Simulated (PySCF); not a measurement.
A PySCF script (with the pyscf-properties extension) for the NMR shieldings of `[GeH3][O]c1ccsc1`, C$_{4}$H$_{6}$GeOS, on a GFN2-xTB geometry:

```python
import basis_set_exchange as bse
import numpy as np
from pyscf import gto, dft
from pyscf.prop import nmr

atoms = """
Ge    2.501342    0.061011   -0.013244
O     0.915595    0.811117   -0.119764
C    -0.294098    0.213177   -0.032192
C    -1.497513    0.965657   -0.138210
C    -2.600854    0.188684   -0.026442
S    -2.211031   -1.467900    0.211365
C    -0.529186   -1.113667    0.159116
H     2.653381   -0.945306   -1.117192
H     2.650421   -0.599691    1.327167
H     3.347785    1.270772   -0.185529
H    -1.507140    2.029208   -0.288754
H    -3.629764    0.484520   -0.065399
H     0.196673   -1.897096    0.271351
"""
names = dict.fromkeys(["Ge", "O", "C", "S", "H"], "pcSseg-1")
basis = {el: gto.basis.parse(bse.get_basis(n, elements=[el], fmt="nwchem")) for el, n in names.items()}
mol = gto.M(atom=atoms, basis=basis, charge=0, verbose=0)
mf = dft.RKS(mol, xc="PBE0")
mf.grids.level = 2
mf.grids.alignment = dft.numint.BLKSIZE   # the property module wants whole blocks of grid points
mf.conv_tol = 1e-9
mf.kernel()

calc = nmr.RKS(mf)   # GIAO
C = mf.mo_coeff
Co = C[:, mf.mo_occ > 0]
resp = mf.gen_response(singlet=True, hermi=2)
def vind(x):   # induced exchange potential for any number of trial vectors
    d = np.einsum("pi,xij,qj->xpq", C, 2 * x.reshape(-1, C.shape[1], Co.shape[1]), Co, optimize=True)
    return np.einsum("xpq,pi,qj->xij", resp(d - d.transpose(0, 2, 1)), C, Co, optimize=True).ravel()
mo1, _ = nmr.rhf.solve_mo1(calc, with_cphf=vind)
sigma = calc.kernel(mo1)
for i, s in enumerate(sigma):   # ppm
    print("%2d %-2s %9.2f" % (i, mol.atom_pure_symbol(i), np.trace(s) / 3))
```

Q: What are the results?

A: 
```
 0 Ge   1418.74
 1 O     258.42
 2 C      22.90
 3 C      60.38
 4 C      53.79
 5 S     326.61
 6 C      82.54
 7 H      26.58
 8 H      26.58
 9 H      26.84
10 H      24.79
11 H      24.67
12 H      25.90
```

These numbers come from an equivalent density-fitted implementation of the same equations, which agrees with the script to about 0.01 ppm for H and up to a few tenths of a ppm for heavy atoms, so last digits may differ.

Relativistic effects, spin–orbit coupling among them, are left out; they matter for Ge and for the light atoms bonded to it.

Size and cost of the density-fitted run: 180 basis functions, 26 s wall time on 1 thread of an Arm Neoverse V1, shared host.
